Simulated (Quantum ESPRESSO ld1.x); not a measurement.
Problem. These are the eigenvalues of the occupied orbitals of an atom or ion with whole-number occupations (eV). Calculated with ld1.x of Quantum ESPRESSO 7.5: non-relativistic Kohn-Sham, LDA (Slater exchange, Perdew-Zunger correlation), spin-polarised, spherical densities, point nucleus.

1s up: -1783.45
1s down: -1783.34
2s up: -147.596
2s down: -147.471
2p up: -105.177
2p down: -105.019
3s up: -19.4331
3s down: -18.5493
3p up: -12.1143

Which element is it, and in what charge state? The configuration may be excited. Open shells, if any, are filled with parallel spins first.

Solution. Z = 14, silicon, charge +1: Si+ in [Ne] 3s2 3p1. The list shows which subshells hold electrons but not how many an open one holds; the 1s level, -65.541 hartree, gives Z - s = 11.4 by -(Z - s)^2/2, which with screening narrows Z to a few neighbours, and the depths of the outer levels then fix element, charge and occupations together.
